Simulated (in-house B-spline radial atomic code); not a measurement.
**Ionising Si+ with different functionals**

Computed with an all-electron radial atomic-structure program (B-spline basis): non-relativistic Hamiltonian, point nucleus, spin-polarised at highest spin, spherical fractional occupations for the functionals, the average over the highest-spin determinants for Hartree-Fock. The ionisation energy is the difference of two self-consistent energies, [Ne] 3s2 3p1 → [Ne] 3s2, without Breit or QED terms; ε is the level of the shell that loses the electron (its least bound occupied spin orbital).

Hybrids are left out here: with spherical fractional occupations of an open shell their exact exchange keeps a self-interaction that integer-occupation calculations don't have.

```json
{"method": "Hartree-Fock", "rung": "Hartree-Fock", "ΔSCF (eV)": "?", "-ε(3p) (eV)": "?"}
{"method": "LDA VWN5", "rung": "LDA", "ΔSCF (eV)": "16.35", "-ε(3p) (eV)": "12.14"}
{"method": "LDA PW92", "rung": "LDA", "ΔSCF (eV)": "16.34", "-ε(3p) (eV)": "12.13"}
{"method": "LDA exchange-only", "rung": "LDA", "ΔSCF (eV)": "?", "-ε(3p) (eV)": "?"}
{"method": "PBE", "rung": "GGA", "ΔSCF (eV)": "16.28", "-ε(3p) (eV)": "12.13"}
{"method": "PBEsol", "rung": "GGA", "ΔSCF (eV)": "16.25", "-ε(3p) (eV)": "12.09"}
{"method": "BLYP", "rung": "GGA", "ΔSCF (eV)": "16.13", "-ε(3p) (eV)": "11.90"}
{"method": "RPBE", "rung": "GGA", "ΔSCF (eV)": "16.26", "-ε(3p) (eV)": "12.12"}
{"method": "PW91", "rung": "GGA", "ΔSCF (eV)": "16.33", "-ε(3p) (eV)": "12.17"}
{"method": "BP86", "rung": "GGA", "ΔSCF (eV)": "16.37", "-ε(3p) (eV)": "12.19"}
{"method": "AM05", "rung": "GGA", "ΔSCF (eV)": "16.21", "-ε(3p) (eV)": "12.05"}
{"method": "OLYP", "rung": "GGA", "ΔSCF (eV)": "16.15", "-ε(3p) (eV)": "12.00"}
{"method": "TPSS", "rung": "meta-GGA", "ΔSCF (eV)": "16.26", "-ε(3p) (eV)": "12.15"}
{"method": "SCAN", "rung": "meta-GGA", "ΔSCF (eV)": "16.20", "-ε(3p) (eV)": "12.19"}
{"method": "r2SCAN", "rung": "meta-GGA", "ΔSCF (eV)": "16.19", "-ε(3p) (eV)": "12.18"}
{"method": "M06-L", "rung": "meta-GGA", "ΔSCF (eV)": "15.96", "-ε(3p) (eV)": "12.04"}
{"method": "revTPSS", "rung": "meta-GGA", "ΔSCF (eV)": "16.24", "-ε(3p) (eV)": "12.14"}
```

(1) What does LDA exchange-only give?

(2) What does Hartree-Fock give?

(3) How do they compare with the NIST value?

Answers

(1) ΔSCF 15.29 eV, and -ε(3p) = 11.20 eV.

(2) ΔSCF 15.71 eV, and -ε(3p) = 15.95 eV.

(3) NIST lists 16.346 eV (measured, ground level to ground level). Errors run from -1.05 to +0.03 eV; LDA VWN5 is closest (-0.00 eV), but part of that can be cancellation, since the calculations leave out relativity, Breit-QED terms, multiplet and fine-structure energies. Hartree-Fock also lacks correlation.
